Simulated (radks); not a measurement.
Results of a calculation; reference values are marked as such.
Task: The mean radii <r> (bohr) of the occupied orbitals of an atom or ion are listed with their occupations. Level of theory: Dirac Kohn-Sham, BLYP, spin-unpolarised, spherical densities, point nucleus (a radial shooting solver on a logarithmic mesh with Libxc functionals).

| orbital | occ. | <r> |
|---|---|---|
| 1s1/2 | 2 | 0.03706 |
| 2s1/2 | 2 | 0.1623 |
| 2p1/2 | 2 | 0.1386 |
| 2p3/2 | 4 | 0.1430 |
| 3s1/2 | 2 | 0.4580 |
| 3p1/2 | 2 | 0.4545 |
| 3p3/2 | 4 | 0.4650 |
| 3d3/2 | 4 | 0.4492 |
| 3d5/2 | 6 | 0.4527 |
| 4s1/2 | 2 | 1.168 |
| 4p1/2 | 1.66667 | 1.265 |
| 4p3/2 | 3.33333 | 1.289 |

Name the element and its charge. Open shells, if any, are shared by 2j + 1.

Result: Z = 40, zirconium, charge +5: Zr5+ in [Ar] 3d10 4s2 4p5. The 1s radius gives Z: for a bare nucleus <r> = (2 gamma + 1)/(2Z) with gamma = sqrt(1 - (Z/c)^2), 0.03641 bohr for Z = 40, and screening makes it slightly larger (0.03706 here). The occupations add up to 35, and the charge is Z minus that.
